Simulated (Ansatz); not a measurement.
`F[SiH2]OBS` + `CO[SiH2]N` → `CO[SiH2]N[SiH2]F` + `OBS`  (ligand exchange at the Si–O bond)

Isolated molecules relaxed with PBE0-D4/def2-TZVP in Ansatz; ΔE leaves out vibrations. CCSD(T)/CBS adds triple-zeta CCSD(T) − MP2 to the extrapolated MP2 energy (def2 sets, frozen cores). This one scheme is used for every species. Functionals use def2-TZVPP. One conformer a species, not always the lowest.

```
             level  ΔE (kJ/mol)
           ωB97X-V         31.0
CCSD(T)/def2-TZVPP         29.5
SCS-MP2/def2-QZVPP         32.5
    CCSD/CBS(def2)         32.4
```

(1) What does CCSD(T)/CBS give? (Best estimate.)

Largest T1 diagnostic among the species: 0.013.

Results:

(1) The calculation gave: +31.0 kJ/mol. The listed levels differ from it by 0.0, -1.5, 1.5, 1.4 kJ/mol.

In def2-TZVPP, CCSD(T) changes the Hartree–Fock value by −10.7 kJ/mol (the triples alone add −1.4 kJ/mol) and MP2 by −10.4 kJ/mol.
